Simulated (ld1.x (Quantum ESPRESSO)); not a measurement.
**Debugging a pseudopotential input (Cr (Z = 24), ld1.x (Quantum ESPRESSO) 7.5)**

Command:

```bash
ld1.x < Cr.in > Cr.out
```

Input:

```
&input
   title='Cr', zed=24., rel=1, dft='PBE', iswitch=3,
   config='[Ar] 3d4.5 4s0 4p0',
   nld=3, rlderiv=2.00, eminld=-8.0, emaxld=5.0, deld=0.04
 /
 &inputp
   pseudotype=3, lpaw=.true., tm=.true., lloc=-1, rcloc=0.05,
   nlcc=.false.,
   which_augfun='PSQ', rmatch_augfun_nc=.true.,
   file_pseudopw='Cr.UPF', file_wfcaegen='ae.wfc', file_wfcncgen='nc.wfc', file_beta='beta', file_chi='chi', file_wfcusgen='us.wfc'
 /
6
3S  1  0   2.00   0.00  1.50  1.60  0.0
4S  2  0   0.00   0.00  1.50  1.60  0.0
3P  2  1   6.00   0.00  1.70  1.85  0.0
4P  3  1   0.00   0.00  1.70  1.85  0.0
3D  3  2   4.50   0.00  1.25  1.40  0.0
3D  3  2   0.00   0.50  1.25  1.40  0.0
 &test
   configts(1)='3s2 3p6 3d4.5 4s0 4p0'
 /
```

This is an input that runs to its end, with one change: rcloc set to 0.05 bohr.

Question: How does the run end?

Answer: The program stops during the generation: "compute_potps: problems with find_qi". Messages: qmax not found.

```
     s(3P/3P) =  1.000000  <r> =   0.9630  <r2> =    1.0946  r(max) =   0.7961
     s(3D/3D) =  1.000000  <r> =   1.3098  <r2> =    2.2633  r(max) =   0.8369
     s(4S/4S) =  1.000000  <r> =   2.8649  <r2> =    9.3301  r(max) =   2.4521
     s(4P/4P) =  1.000000  <r> =   3.4998  <r2> =   13.9701  r(max) =   2.9950

     ------------------------ End of All-electron run ------------------------

     --------------------- Generating PAW atomic setup --------------------

      Generating local potential from pseudized AE potential:
      Matching radius rcloc =   0.0500
     Message from routine find_qi:
     qmax not found

 %%%%%%%%%%%%%%%%%%%%%%%%%%%%%%%%%%%%%%%%%%%%%%%%%%%%%%%%%%%%%%%%%%%%%%%%%%%%%%
     Error in routine compute_potps (1):
     problems with find_qi
 %%%%%%%%%%%%%%%%%%%%%%%%%%%%%%%%%%%%%%%%%%%%%%%%%%%%%%%%%%%%%%%%%%%%%%%%%%%%%%

     stopping ...
```
